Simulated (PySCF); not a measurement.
# UHF on Fe (iron, neutral)

Configuration: [Ar] 3d6 4s1 4p1, one real determinant (an excited configuration). Calculation: PySCF 2.14, in x2c-TZVPPall with one added diffuse shell each of s, p, d, f type (7s6p5d3f1g, 80 functions); scalar relativity by spin-free X2C-1e.

```json
{
  "Total energy": "-1271.290207 hartree",
  "One-electron energy": "-1754.8811 hartree",
  "Hartree (Coulomb) energy": "538.6296 hartree",
  "Exchange energy": "-55.0387 hartree",
  "⟨S²⟩": "12.0028",
  "⟨L²⟩": "8.062",
  "Sum of ⟨r⟩": "22.25 bohr",
  "Sum of ⟨r²⟩": "44.65 bohr²",
  "Traceless quadrupole moment −½Σ⟨3z² − r²⟩ along its main axis": "-7.63 e·bohr²",
  "Langevin diamagnetic susceptibility": "-35.4 ×10⁻⁶ cm³/mol"
}
```

```tsv
shell	electrons	mean orbital energy (hartree)	spread (hartree)	rms radius, mean of both spins (bohr)
1s α	1	-263.73075	0	0.0675
1s β	1	-263.72438	0	0.0675
2s α	1	-32.54023	0	0.288
2s β	1	-32.41722	0	0.288
2p α	3	-27.60663	0.03443	0.260
2p β	3	-27.48598	0.00265	0.260
3s α	1	-4.46990	0	0.871
3s β	1	-4.10621	0	0.871
3p α	3	-3.01422	0.07617	0.935
3p β	3	-2.58353	0.06634	0.935
3d α	5	-0.71340	0.08120	1.23
3d β	1	-0.51225	0	1.23
4s α	1	-0.36426	0	3.25
4p α	1	-0.19607	0	4.20
```

⟨L²⟩ = 8.06 against 12 for a pure F term, so this real determinant mixes terms.

Densities and radii are taken from the X2C orbitals without a picture-change correction, which distorts them close to the nucleus.

Spin-orbit constants ζ (cm⁻¹) from the X2C one-electron operator on these orbitals: bare nucleus, nucleus screened by l(l+1)(2l+1)/3 electrons, and screened by the Breit-Pauli mean field of the electrons.

| shell | bare | screened nucleus | mean field |
| --- | --- | --- | --- |
| 2p | 70490 | 65070 | 62570 |
| 3p | 8675 | 8008 | 7653 |
| 3d | 760.0 | 467.7 | 418.7 |
| 4p | 292.9 | 270.4 | 255.6 |

To first order the Landé constant is A = -32.32 cm⁻¹, so the lowest level has J = 6 and lies 0.0361 eV below the centre of the term. This holds in LS coupling only.
